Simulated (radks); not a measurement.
Effect of the nuclear size on the manganese ion Mn+, [Ar] 3d5 4s1. Method: Dirac Kohn-Sham, PBE, spin-unpolarised, spherical densities, finite nucleus; open shells are shared between the two j in proportion to 2j + 1; Fermi nuclear charge, rms radius 3.7057 fm; computed with a radial shooting solver on a logarithmic mesh with Libxc functionals. The rms radius is varied about that value; shifts are against it.

rms radius (fm)  total energy shift (eV)  density at nucleus (e/bohr^3)  1s1/2 shift (meV)  2s1/2 shift (meV)  2p1/2 shift (meV)  3s1/2 shift (meV)
3.2351                           -0.0218                      1.324e+04              -9.22             -0.819              0.089             -0.115
3.5315                          -0.00838                      1.319e+04              -3.55             -0.316              0.034             -0.044
3.7057                                 0                      1.317e+04              0.000              0.000              0.000              0.000
3.9355                            0.0117                      1.314e+04               4.94              0.439             -0.048              0.062
4.3542                            0.0346                      1.309e+04               14.7               1.30             -0.142              0.184

Slopes of the eigenvalues against <r^2> in GHz/fm^2, as finite differences over the two radii next to the reference (eigenvalue slopes, not the field-shift constants of lines): 1s1/2 681, 2s1/2 60.5, 2p1/2 -6.58, 3s1/2 8.52.
